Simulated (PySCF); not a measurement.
How methods differ on the excitation energy of Pb⁺

Pb⁺ [Xe] 4f14 5d10 6s2 6p1 (2P) → Pb⁺ [Xe] 4f14 5d10 6s2 7s1 (2S), as a difference of total energies. All numbers are calculated (PySCF 2.14, the spin-free X2C one-electron Hamiltonian (Gaussian nucleus), in aug-cc-pwCVTZ-DK3). Correlated levels: valence: [Xe] 4f14 5d10 frozen. The calculations carry no spin-orbit coupling.

```tsv
method	excitation energy (eV)
UHF	5.958
MP2 (valence)	5.965
SCS-MP2 (valence)	5.980
CCSD (valence)	5.985
CCSD(T) (valence)	5.981
```

Task: How much does correlation contribute at CCSD(T) (valence)?

Result: 5.981 − (5.958) = 0.023 eV, measured against UHF.

Errors of the correlated levels include the incompleteness of this basis and the frozen core.

For comparison: 6.207 eV (measured; NIST levels, between the centres of gravity of the two terms).
